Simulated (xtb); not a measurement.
FGeH5SSi, SMILES F[SiH2][S][GeH3]. All values are semi-empirical tight-binding results from xtb (GFN2-xTB unless named), good for trends rather than for accurate numbers. The structure is a stationary point at GFN2-xTB. The structure was generated by enumeration, and PubChem lists no compound with its InChIKey, so it may never have been made. The values are those of a single conformer.

Optimised geometry:

```xyz
9

Si     1.9121     0.0973    -0.1976
F      1.3462    -0.3931    -1.6210
S      0.2702     0.9300     0.8950
Ge    -1.3518    -0.3405     0.1013
H      2.3985    -1.1191     0.4241
H      2.8430     1.1694    -0.4608
H     -2.5559    -0.0267     0.9332
H     -1.6295    -0.0334    -1.3386
H     -1.0071    -1.7968     0.2357
```
Charge 0, spin multiplicity 1.

A frequency run showed that this geometry is not a minimum.

For metal compounds this method's bond lengths and energies can be far off.

```
Item           Value
-----------  -------
orbital gap  4.52 eV
```

Computed atomic charges and the Wiberg bond orders between heavy atoms:
charges (e) Si1 0.57, F2 -0.26, S3 -0.35, Ge4 0.16, H5 -0.05, H6 -0.05, H7 -0.01, H8 -0.01, H9 -0.02. Bond orders Si1–F2 1.10, Si1–S3 0.94, S3–Ge4 1.00.
